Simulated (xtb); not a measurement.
xtb input (GFN1-xTB):

```bash
xtb mol.xyz --gfn 1 --sp --chrg -1 --uhf 0
```
mol.xyz:
```
5

N     -1.82059243    -1.20063113     0.00639182
B     -0.71708163    -0.47265060     0.00252105
Br    -0.59866374     1.59467735     0.03034863
Br     1.14186827    -1.26797077    -0.03270329
H     -2.68260339    -0.66705941     0.02506514
```

Output:

```
           -------------------------------------------------
          |                Calculation Setup                |
           -------------------------------------------------

           -------------------------------------------------
          |                 G F N 1 - x T B                 |
           -------------------------------------------------

        Reference                      10.1021/acs.jctc.7b00118
      * Hamiltonian:
        H0-scaling (s, p, d)           1.850000    2.250000    2.000000
        zeta-weighting                 0.000000
      * Dispersion:
        s8                             2.400000
        a1                             0.630000
        a2                             5.000000
        s9                             0.000000
      * Repulsion:
        kExp                           1.500000
        rExp                           1.000000
      * Coulomb:
        alpha                          2.000000
        third order                    atomic
        anisotropic                    false
      * Halogen bond correction:
        rad-scale                      1.300000
        damping                        0.440000

          ...................................................
          :                      SETUP                      :
          :.................................................:
          :  # basis functions                  30          :
          :  # atomic orbitals                  28          :
          :  # shells                           12          :
          :  # electrons                        24          :
          :  # halogen bonds                     2          :
          :  max. iterations                   250          :
          :  Hamiltonian                  GFN1-xTB          :
          :  restarted?                      false          :
          :  GBSA solvation                  false          :
          :  PC potential                    false          :
          :  electronic temp.          300.0000000     K    :
          :  accuracy                    1.0000000          :
          :  -> integral cutoff          0.2500000E+02      :
          :  -> integral neglect         0.1000000E-07      :
          :  -> SCF convergence          0.1000000E-05 Eh   :
          :  -> wf. convergence          0.2000000E-04 e    :
          :  Broyden damping             0.4000000          :
          :  net charge                         -1          :
          :  unpaired electrons                  0          :
          ...................................................

 iter      E             dE          RMSdq      gap      omega  full diag
   1    -13.2158706 -0.132159E+02  0.829E+00    4.82       0.0  T
   2    -13.2593294 -0.434587E-01  0.449E+00    5.11       1.0  T
   3    -13.2578414  0.148800E-02  0.172E+00    5.14       1.0  T
   4    -13.2613715 -0.353017E-02  0.216E-01    5.17       1.0  T
   5    -13.2617033 -0.331739E-03  0.387E-02    5.22       1.2  T
   6    -13.2617051 -0.183999E-05  0.982E-03    5.22       4.6  T
   7    -13.2617055 -0.401218E-06  0.782E-04    5.22      57.2  T
   8    -13.2617055 -0.187819E-08  0.613E-04    5.22      72.9  T
   9    -13.2617055 -0.785860E-09  0.275E-04    5.22     162.5  T
  10    -13.2617055 -0.270623E-09  0.219E-06    5.22   20441.3  T
  11    -13.2617055 -0.177636E-14  0.644E-08    5.22  100000.0  T

   *** convergence criteria satisfied after 11 iterations ***

         #    Occupation            Energy/Eh            Energy/eV
      -------------------------------------------------------------
         1        2.0000           -0.4627470             -12.5920
       ...           ...                  ...                  ...
         6        2.0000           -0.2094869              -5.7004
         7        2.0000           -0.1970053              -5.3608
         8        2.0000           -0.1758022              -4.7838
         9        2.0000           -0.1668093              -4.5391
        10        2.0000           -0.1570730              -4.2742
        11        2.0000           -0.1459645              -3.9719
        12        2.0000           -0.1454719              -3.9585 (HOMO)
        13                          0.0463264               1.2606 (LUMO)
        14                          0.0485991               1.3224
        15                          0.1117286               3.0403
        16                          0.1498746               4.0783
        17                          0.1709629               4.6521
       ...                                ...                  ...
        28                          1.0789644              29.3601
      -------------------------------------------------------------
                  HL-Gap            0.1917983 Eh            5.2191 eV
             Fermi-level           -0.0495728 Eh           -1.3489 eV

 SCC (total)                   0 d,  0 h,  0 min,  0.004 sec
 SCC setup                      ...        0 min,  0.000 sec (  1.480%)
 Dispersion                     ...        0 min,  0.000 sec (  0.710%)
 classical contributions        ...        0 min,  0.000 sec (  0.325%)
 integral evaluation            ...        0 min,  0.001 sec ( 26.781%)
 iterations                     ...        0 min,  0.001 sec ( 30.769%)
 molecular gradient             ...        0 min,  0.001 sec ( 38.105%)
 printout                       ...        0 min,  0.000 sec (  1.712%)

         :::::::::::::::::::::::::::::::::::::::::::::::::::::
         ::                     SUMMARY                     ::
         :::::::::::::::::::::::::::::::::::::::::::::::::::::
         :: total energy             -13.186512397012 Eh    ::
         :: gradient norm              0.021217052349 Eh/a0 ::
         :: HOMO-LUMO gap              5.219097441767 eV    ::
         ::.................................................::
         :: SCC energy               -13.261705505933 Eh    ::
         :: -> electrostatic           0.178750610443 Eh    ::
         :: repulsion energy           0.077061680058 Eh    ::
         :: dispersion energy         -0.001868571133 Eh    ::
         :: halogen bond corr.        -0.000000000004 Eh    ::
         :: add. restraining           0.000000000000 Eh    ::
         :: total charge              -1.000000000000 e     ::
         :::::::::::::::::::::::::::::::::::::::::::::::::::::

           -------------------------------------------------
          |                Property Printout                |
           -------------------------------------------------

    * Orbital Energies and Occupations

         #    Occupation            Energy/Eh            Energy/eV
      -------------------------------------------------------------
         1        2.0000           -0.4627470             -12.5920
         2        2.0000           -0.4320929             -11.7578
         3        2.0000           -0.4205769             -11.4445
         4        2.0000           -0.2985043              -8.1227
         5        2.0000           -0.2450663              -6.6686
         6        2.0000           -0.2094869              -5.7004
         7        2.0000           -0.1970053              -5.3608
         8        2.0000           -0.1758022              -4.7838
         9        2.0000           -0.1668093              -4.5391
        10        2.0000           -0.1570730              -4.2742
        11        2.0000           -0.1459645              -3.9719
        12        2.0000           -0.1454719              -3.9585 (HOMO)
        13                          0.0463264               1.2606 (LUMO)
        14                          0.0485991               1.3224
        15                          0.1117286               3.0403
Note: The following floating-point exceptions are signalling: IEEE_DENORMAL
normal termination of xtb
        16                          0.1498746               4.0783
        17                          0.1709629               4.6521
        18                          0.1739932               4.7346
        19                          0.1821310               4.9560
        20                          0.1862945               5.0693
        21                          0.1940440               5.2802
        22                          0.2003152               5.4509
        23                          0.2228423               6.0638
       ...                                ...                  ...
        28                          1.0789644              29.3601
      -------------------------------------------------------------
                  HL-Gap            0.1917983 Eh            5.2191 eV
             Fermi-level           -0.0495728 Eh           -1.3489 eV

  Mulliken/CM5 charges         n(s)   n(p)   n(d)
     1N    -0.70897 -0.90752   1.521  4.188  0.000
     2B     0.20166  0.06336   0.989  1.809  0.000
     3Br   -0.32453 -0.25940   1.958  5.369 -0.003
     4Br   -0.29393 -0.21927   1.951  5.347 -0.004
     5H     0.12577  0.32283   0.874  0.000  0.000

Wiberg/Mayer (AO) data.
largest (>0.10) Wiberg bond orders for each atom

 ---------------------------------------------------------------------------
     #   Z sym  total        # sym  WBO       # sym  WBO       # sym  WBO
 ---------------------------------------------------------------------------
     1   7 N    2.899 --     2 B    1.776     5 H    0.966     3 Br   0.107
     2   5 B    3.524 --     1 N    1.776     4 Br   0.903     3 Br   0.825
     3  35 Br   0.995 --     2 B    0.825     1 N    0.107
     4  35 Br   1.019 --     2 B    0.903
     5   1 H    1.013 --     1 N    0.966
 ---------------------------------------------------------------------------

Topologies differ in total number of bonds
Writing topology from bond orders to xtbtopo.mol

 dipole moment from electron density (au)
     X       Y       Z
   1.0025   1.2690   0.0051  total (Debye):    4.111

           -------------------------------------------------
          | TOTAL ENERGY              -13.186512397012 Eh   |
          | GRADIENT NORM               0.021217052349 Eh/α |
          | HOMO-LUMO GAP               5.219097441767 eV   |
           -------------------------------------------------

------------------------------------------------------------------------
------------------------------------------------------------------------
 total:
 SCF:
```

It need not be the lowest isomer of its formula. Whether it binds its extra electron was not tested at this geometry.
